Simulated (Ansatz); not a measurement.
Ideal-gas functions of ClH₂InOS (`[OH][In]([SH])[Cl]`) at 800 K and 1 bar, from an Ansatz frequency run at PBE0-D4/def2-TZVP.

Molar mass 200.35 g/mol, point group Cs (symmetry number 1), electronic degeneracy 1, moments of inertia 149.571, 283.876, 433.447 u Å². Harmonic wavenumbers (cm⁻¹, unscaled): 82, 116, 120, 197, 269, 348, 386, 614, 687, 819, 2707, 3886.

Use S(trans) = R[1.5 ln M + 2.5 ln T − 1.1517]; rotational temperatures θ = 24.2544 K / I; S(rot) = R[ln(√π/σ · √(T³/θAθBθC)) + 1.5]; for each mode x = 1.438777 ν̃/T, S = R[x/(eˣ − 1) − ln(1 − e⁻ˣ)] and H = RT x/(eˣ − 1); 1 cm⁻¹ = 0.0119627 kJ/mol; R = 8.31446 J/(mol·K).

**Question.** By hand: the entropy, in J/(mol·K).

**Answer.** Translation 195.5. Rotation: θ = 0.1622, 0.0854, 0.056 K, giving 130.4. Vibration, mode by mode: 24.24, 21.36, 21.08, 16.99, 14.43, 12.35, 11.51, 7.90, 7.07, 5.81, 0.38, 0.06, in all 143.2. Electronic 0.0. Sum 469.1 J/(mol·K).

**Question.** By hand: H − E and G − E in kJ/mol, counted from the electronic energy.

**Answer.** Zero-point energy ½ × 10231 × 0.0119627 = 61.2; thermal vibration 48.4; translation, rotation and pV give 4 RT = 26.6. H − E = 136.2 kJ/mol, and G − E = 136.2 − 800 × 469.1/1000 = -239.1 kJ/mol.

Vibration gives 31 % of the entropy, 66.7 J/(mol·K) of it from the modes under 150 cm⁻¹: soft modes count most, and the harmonic formula is weakest for them. The sum counts one conformer and one mirror image; others add a mixing term.
